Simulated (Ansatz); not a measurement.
Program: Ansatz. Geometries: PBE0-D4/def2-TZVP. ΔE: electronic, gas phase. CBS: MP2 limit from def2 TZ/QZ plus the TZ coupled-cluster correction, frozen cores. This one scheme is used for every species. DFT in def2-TZVPP. For Ga outer-core shells are correlated without core-valence functions, which leaves a few kJ/mol of doubt a bond. Scalar relativity is left out up to krypton. One conformer a species, not always the lowest.

Consider the cleavage of the Si–Ga bond: `C[Si](C)(C)[GaH2]` + `OBF` → `C[Si](C)(C)OBF` + `[GaH3]`.

**Question.** Is it downhill or uphill in electronic energy at CCSD(T)/CBS, and by how much? (Best estimate.)

**Answer.** Ansatz gave: Downhill: ΔE = -100.7 kJ/mol.

**Question.** What do these levels give: PBE0-D4, ωB97X-V, PBE0, MP2/def2-SVP, HF/def2-TZVPP, HF/def2-QZVPP? (Best estimate.)

**Answer.** Computed: PBE0-D4 -89.4, ωB97X-V -107.6, PBE0 -89.2, MP2/def2-SVP -100.2, HF/def2-TZVPP -128.4, HF/def2-QZVPP -131.5 kJ/mol.

Largest T1 diagnostic among the species: 0.013.

From PBE to PBE0 (25 % exact exchange), in def2-TZVPP and without D4, ΔE moves by −8.9 kJ/mol. Leaving LDA and LC-ωPBE aside and taking each functional with its dispersion term where it has one, the values, not all of them listed here, spread over 35.2 kJ/mol, from B97M-V to PBE-D4. LDA lies −10.2 kJ/mol from PBE without D4.
